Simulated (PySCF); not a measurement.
# `C=C[C@H]1CC[Si@H](F)O1`, C₅H₉FOSi

Geometry (Å), atoms numbered from 1 in this order:
```xyz
17

C     2.572    0.271    0.943
C     1.864   -0.322    0.002
C     0.468    0.064   -0.383
C    -0.520   -1.086   -0.090
C    -1.913   -0.478    0.080
Si   -1.481    1.196    0.860
F    -2.289    2.431    0.217
O     0.041    1.225    0.307
H     2.174    1.110    1.488
H     3.568   -0.050    1.195
H     2.254   -1.163   -0.556
H     0.445    0.303   -1.456
H    -0.479   -1.835   -0.881
H    -0.217   -1.556    0.848
H    -2.389   -0.336   -0.892
H    -2.555   -1.132    0.663
H    -1.548    1.370    2.293
```

The calculation used TDDFT BHandHLYP/def2-SVPD circular dichroism and optical rotation, one conformer, gas phase in PySCF 2.14.0. Geometry: GFN2-xTB.

The molecule is flexible and this is one conformer; a measurement averages over conformers.

(1) Draw the ECD and absorption spectra from the lowest 8 states, each a Gaussian of half-width 0.25 eV at 1/e height.

Answers

(1) 
| E (eV) | λ (nm) | Δε (L mol⁻¹ cm⁻¹) | ε (L mol⁻¹ cm⁻¹) |
| --- | --- | --- | --- |
| 6.87 | 181 | +0.23 | 66.1 |
| 7.02 | 177 | +1.79 | 612 |
| 7.17 | 173 | +7.25 | 3370 |
| 7.32 | 169 | +15.94 | 11500 |
| 7.47 | 166 | +20.77 | 23500 |
| 7.62 | 163 | +16.59 | 26000 |
| 7.77 | 160 | +6.93 | 15100 |
| 7.92 | 157 | +0.74 | 5560 |
| 8.07 | 154 | -1.15 | 2900 |
| 8.22 | 151 | -14.58 | 2770 |
| 8.37 | 148 | -38.00 | 2740 |

Δε uses R in velocity form, ε uses f in length form. Only the states computed contribute, so the short-wavelength end is incomplete.
